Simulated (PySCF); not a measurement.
Match the calculated data to a structure.

All candidates are C5H11B.

| technique | computed result |
| --- | --- |
| UV, strongest line | among the 6 lowest singlet transitions: S2 at 5.21 eV (238 nm, f = 0.344) [TDDFT PBE0/def2-SVPD] |
| Dipole | 2.38 D [PBE0/def2-SVPD] |
| Polarisability | 80.8 au [PBE0/def2-SVPD] |
| Rotational structure | rotational constants A, B, C: 4.072, 2.949, 1.922 GHz [PBE0-D3(BJ)/def2-SVP] |
| UV, first state | lowest singlet excitation: 5.08 eV (244 nm, f = 0.001) [TDDFT PBE0/def2-SVPD] |

Electronic properties: PySCF, gas phase, density fitting. Levels stand in brackets. Geometry: PBE0-D3(BJ)/def2-SVP, one conformer, isolated molecule.

Question: Which candidate is it?
A. `B[C@@H]1CC[C@@H]1C`
B. `B/C=C(/C)CC`
C. `B[C@@H]1CC[C@H]1C`
D. `BC[C@H](C)C=C`

Answer: B. It is `B/C=C(/C)CC`. Numbering: `[BH2:1]/[CH:2]=[C:3](/[CH3:4])[CH2:5][CH3:6]`. S1 is mainly HOMO−1→LUMO (weight 0.98); the largest Löwdin shares of the orbital it empties are 0.30 on the three-coordinate boron, 0.19 on a B–H hydrogen, 0.14 on the alkene CH carbon and 0.08 on a B–H hydrogen, of the orbital it fills 0.35 on the three-coordinate boron, 0.24 on the fully substituted alkene carbon, 0.15 on the alkene CH carbon and 0.06 on a B–H hydrogen. The optimised geometry has point group C1 and is an asymmetric top.

The others, at the same levels:
- `B[C@@H]1CC[C@H]1C` fails: its computed strongest line among the 6 lowest singlet transitions is S4 at 6.42 eV (193 nm, f = 0.017) (against S2 at 5.21 eV), static isotropic polarisability is 74.0 au (against 80.8 au) and rotational constant A is 4.547 GHz (against 4.072 GHz).
- `B[C@@H]1CC[C@@H]1C` fails: its computed strongest line among the 6 lowest singlet transitions is S3 at 6.27 eV (198 nm, f = 0.020) (against S2 at 5.21 eV), static isotropic polarisability is 73.1 au (against 80.8 au) and rotational constant A is 4.398 GHz (against 4.072 GHz).
- `BC[C@H](C)C=C` fails: its computed strongest line among the 6 lowest singlet transitions is S6 at 7.38 eV (168 nm, f = 0.405) (against S2 at 5.21 eV), static isotropic polarisability is 77.9 au (against 80.8 au) and rotational constant A is 5.895 GHz (against 4.072 GHz).

Each candidate is one conformer, not necessarily the lowest. Dipoles, sizes and rotational constants follow the conformer. The torsions of the flexible species, by atom-mapped SMILES:
- `[BH2:1]/[CH:2]=[C:3](/[CH3:4])[CH2:5][CH3:6]`: C2–C3–C5–C6 -97°
- `[BH2:1][CH2:2][C@H:3]([CH3:4])[CH:5]=[CH2:6]`: B1–C2–C3–C4 -68°, C2–C3–C5–C6 -119°
